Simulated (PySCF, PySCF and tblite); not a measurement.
A run on one conformer of C₁₅H₂₄O, numbered as in [CH2:1]=[CH:2][O:3][CH2:4]/[CH:5]=[CH:6]/[CH2:7][CH2:8]/[CH:9]=[CH:10]\[CH2:11][CH2:12]/[CH:13]=[CH:14]/[CH2:15][CH3:16], from an ensemble study. The sound level was B3LYP/6-31G* on GFN2-xTB geometries.

Input:

```
{"job": {"xc": "B3LYP", "basis": "6-31G*", "scf": {"max_cycle": 57}, "kind": "nmr", "pop": false}, "charge": 0, "multiplicity": 3}
C      6.024437    -1.467791    -2.369323
C      5.931931    -1.479040    -1.048535
O      4.824695    -1.450529    -0.276371
C      3.569829    -1.398679    -0.933700
C      2.492501    -1.404315     0.104705
C      1.489258    -0.544101     0.144878
C      0.405250    -0.545738     1.170718
C      0.401312     0.769808     1.969364
C     -0.718812     0.777869     2.961543
C     -1.855369     1.453935     2.881665
C     -2.289712     2.378031     1.788617
C     -3.490158     1.803463     1.012341
C     -3.134848     0.505852     0.358342
C     -2.879515     0.361322    -0.931132
C     -2.493538    -0.925619    -1.590082
C     -3.462216    -1.285705    -2.715823
H      6.989299    -1.495944    -2.838867
H      5.172479    -1.431305    -3.023699
H      6.809449    -1.515578    -0.415968
H      3.506054    -0.496151    -1.556420
H      3.465400    -2.280359    -1.586484
H      2.588958    -2.181905     0.849221
H      1.416511     0.235916    -0.603315
H      0.532047    -1.388545     1.852214
H     -0.561927    -0.644187     0.671714
H      0.317178     1.605001     1.274565
H      1.354172     0.862409     2.496451
H     -0.562145     0.126872     3.813039
H     -2.585082     1.336332     3.674073
H     -2.588781     3.333326     2.229649
H     -1.478505     2.566611     1.086416
H     -4.320557     1.648026     1.705601
H     -3.801008     2.528743     0.257618
H     -3.055134    -0.343014     1.025818
H     -2.958580     1.213423    -1.595485
H     -1.486093    -0.827207    -2.007794
H     -2.473794    -1.729636    -0.851171
H     -3.168060    -2.220693    -3.187136
H     -3.472593    -0.505870    -3.474235
H     -4.471000    -1.397209    -2.324528
```

Command: OMP_NUM_THREADS=1 python ens_run.py task.json out

Output:

```
NotImplementedError: this response code serves closed shells only; the SCF ended at -661.00154979 Eh with <S^2> = 2.0064
```

**Question.** What is wrong with this calculation?

**Answer.** The setting at fault: wrong multiplicity. The program refused the input.
